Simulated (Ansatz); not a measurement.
A further run on CuMe2 (C₂H₆Cu).

```yaml
crystal:
  periodic: [false, false, false]
  atoms:
    - {symbol: Cu, position_ang: [-0.000152, -0.000199, 0.000012]}
    - {symbol: C, position_ang: [-0.003427, -0.013904, 1.928118]}
    - {symbol: H, position_ang: [-0.443384, 0.910853, 2.317131]}
    - {symbol: H, position_ang: [1.018824, -0.099842, 2.312423]}
    - {symbol: H, position_ang: [-0.587560, -0.860739, 2.304559]}
    - {symbol: C, position_ang: [0.003358, 0.013819, -1.928099]}
    - {symbol: H, position_ang: [-1.022112, 0.019936, -2.313364]}
    - {symbol: H, position_ang: [0.514402, -0.873674, -2.317012]}
    - {symbol: H, position_ang: [0.520041, 0.903769, -2.303757]}
basis:
  gaussian: {orbitals: aug-cc-pVDZ, fitting: {mean_field: def2-universal-jkfit}}
magnetization: {spin_polarized: true, initial_magnetization: 3}
hamiltonian: {xc: {name: LC-wPBE}}
```

```sh
$ ansatz run in.yaml --threads 4 --pin off --events-out ev --progress --plain --max-ram 3916MiB
```

It prints (some lines left out):

```
Functional definition: LC-wPBE
522 factors; integrals over basis functions are off by at most 2.5e-1 eV
522 factors; integrals over basis functions are off by at most 2.5e-2 eV
mean field evaluation 1: about -46795.8758 eV, gradient 2.7e1 eV
mean field evaluation 2: about -46798.2125 eV, gradient 2.1e1 eV
mean field evaluation 4: about -46799.7654 eV, gradient 2.0e0 eV
mean field evaluation 8: about -46799.8902 eV, gradient 2.3e-1 eV
mean field evaluation 16: about -46799.8942 eV, gradient 2.1e-3 eV
mean field evaluation 32: about -46800.0421 eV, gradient 5.5e-2 eV
mean field evaluation 64: about -46800.0297 eV, gradient 1.0e0 eV
mean field evaluation 96: about -46799.6809 eV, gradient 2.0e0 eV
mean field -46800.04220777 eV, -1719.8698289275 hartree, gradient 8.0e-6 eV, S^2 3.765349; 6 other end points of the search recorded, 0 dependent functions left out
reference -46800.04220778 eV, -1719.8698289281 hartree; 25, 22 occupied and 134, 137 virtual orbitals, 522 factors
Total energy: -46800.04220778 eV, -1719.8698289281 hartree
```

Hardware: 4 threads of Arm Neoverse V1 on a shared host. Wall time 66 s.

LC-ωPBE has ω = 0.4 bohr⁻¹.
